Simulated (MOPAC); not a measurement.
Job for MOPAC: PM3 on ClHOPb (SMILES [OH][Pb][Cl]), a point of a torsion scan.

```
PM3 1SCF PRECISE CHARGE=0 THREADS=1
ClHOPb

O     -1.10303487 1     0.07323223 1     0.02524277 1
Pb     0.47367753 1     0.99963605 1    -0.79641016 1
Cl     1.82818670 1     1.69679984 1     1.19221627 1
H     -1.65871909 1    -0.52434899 1     0.51377343 1
```

The log:

```
*******************************************************************************
 **                                                                           **
 **                              MOPAC v23.2.5                                **
 **                                                                           **
 *******************************************************************************
 ** MOPAC's Digital Object Identifier: https://doi.org/10.5281/zenodo.6511958 **
 **                                                                           **
 ** Please cite the open-source release paper for use of this MOPAC version:  **
 ** J. E. Moussa and J. J. P. Stewart (2026)                                  **
 ** MOPAC: An open-source semiempirical molecular orbital program             **
 ** J. Open Source Softw., 11(119), 8025, https://doi.org/10.21105/joss.08025 **
 *******************************************************************************

                              PM3 CALCULATION RESULTS

 *******************************************************************************
 *  PM3        - The PM3 Hamiltonian to be used
 *
 *
 *
 *                 CHARGE ON SYSTEM = 0
 *
 *
 *
 *  PRECISE    - TIGHTER CRITERIA TO BE USED
 *  1SCF       - DO 1 SCF AND THEN STOP
 *  THREADS=1  - MULTI-THREADING NOT USED
 *  T=         - A TIME OF 172800.0 SECONDS REQUESTED
 *  DUMP=N     - RESTART FILE WRITTEN EVERY 7200.0 SECONDS REQUESTED
 *******************************************************************************
PM3 1SCF PRECISE CHARGE=0 THREADS=1
 ClHOPb

   ATOM   CHEMICAL          X               Y               Z
  NUMBER   SYMBOL      (ANGSTROMS)     (ANGSTROMS)     (ANGSTROMS)

     1       O         -1.10303487  *   0.07323223  *   0.02524277  *
     2      Pb          0.47367753  *   0.99963605  *  -0.79641016  *
     3      Cl          1.82818670  *   1.69679984  *   1.19221627  *
     4       H         -1.65871909  *  -0.52434899  *   0.51377343  *



          CARTESIAN COORDINATES

    NO.       ATOM           X           Y           Z

     1         O         -1.1030      0.0732      0.0252
     2        Pb          0.4737      0.9996     -0.7964
     3        Cl          1.8282      1.6968      1.1922
     4         H         -1.6587     -0.5243      0.5138

  H: (PM3): J. J. P. STEWART, J. COMP. CHEM. 10, 209 (1989).
  O: (PM3): J. J. P. STEWART, J. COMP. CHEM. 10, 209 (1989).
 Cl: (PM3): J. J. P. STEWART, J. COMP. CHEM. 10, 209 (1989).
 Pb: (PM3): J. J. P. STEWART, J. COMP. CHEM. 12, 320-341 (1991).

           Empirical Formula: H O Pb Cl  =     4 atoms



      MOLECULAR POINT GROUP   :   C1


      RHF CALCULATION, NO. OF DOUBLY OCCUPIED LEVELS = 9


 -------------------------------------------------------------------------------
 PM3 1SCF PRECISE CHARGE=0 THREADS=1
 ClHOPb



     1SCF WAS SPECIFIED, SO BFGS WAS NOT USED
     SCF FIELD WAS ACHIEVED


                              PM3 CALCULATION
                                                       MOPAC v23.2.5 Linux




          FINAL HEAT OF FORMATION =        -57.64462 KCAL/MOL =    -241.18511 KJ/MOL


          COSMO AREA              =        109.03 SQUARE ANGSTROMS
          COSMO VOLUME            =         94.40 CUBIC ANGSTROMS

          IONIZATION POTENTIAL    =          9.622491 EV
          HOMO LUMO ENERGIES (EV) =         -9.622 -1.893
          NO. OF FILLED LEVELS    =          9
          MOLECULAR WEIGHT        =        259.6603         POINT GROUP:  C1

          MOLECULAR DIMENSIONS (Angstroms)

            Atom       Atom       Distance
            H     4   Cl     3     4.18955
           Cl     3   Pb     2     1.72240
           Cl     3    O     1     0.15531


          SCF CALCULATIONS        =          1





   ATOM   CHEMICAL          X               Y               Z
  NUMBER   SYMBOL      (ANGSTROMS)     (ANGSTROMS)     (ANGSTROMS)

     1       O         -1.10303487  *   0.07323223  *   0.02524277  *
     2      Pb          0.47367753  *   0.99963605  *  -0.79641016  *
     3      Cl          1.82818670  *   1.69679984  *   1.19221627  *
     4       H         -1.65871909  *  -0.52434899  *   0.51377343  *

                             CARTESIAN COORDINATES

   1    O       -1.103034870     0.073232230     0.025242770
   2   Pb        0.473677530     0.999636050    -0.796410160
   3   Cl        1.828186700     1.696799840     1.192216270
   4    H       -1.658719090    -0.524348990     0.513773430


           Empirical Formula: H O Pb Cl  =     4 atoms



      MOLECULAR POINT GROUP   :   C1


                  EIGENVALUES
 -53.81394 -34.74807 -16.78237 -12.64512 -11.79023 -11.36786 -10.17009 -10.14237
  -9.62249  -1.89278  -0.57400  -0.15735   5.80636


              NET ATOMIC CHARGES AND DIPOLE CONTRIBUTIONS

  ATOM NO.   TYPE          CHARGE      No. of ELECS.   s-Pop       p-Pop
    1          O          -0.680240        6.6802     1.75119     4.92905
    2         Pb           0.989935        3.0101     1.90559     1.10448
    3         Cl          -0.543403        7.5434     1.98174     5.56166
    4          H           0.233708        0.7663     0.76629
 DIPOLE           X         Y         Z       TOTAL
 POINT-CHG.    -0.777    -0.504    -6.404     6.471
 HYBRID        -0.869    -0.863     1.550     1.976
 SUM           -1.646    -1.367    -4.854     5.305


          ATOMIC ORBITAL ELECTRON POPULATIONS

     Atom    s        px        py        pz
    1  O   1.75119   1.57736   1.60421   1.74748
    2 Pb   1.90559   0.29154   0.30883   0.50411
    3 Cl   1.98174   1.85392   1.91328   1.79447
    4  H   0.76629

 **********************
 *                    *
 * JOB ENDED NORMALLY *
 *                    *
 **********************




 == MOPAC DONE ==
```

The run finished.

Cost: roughly 0.020 core-seconds.
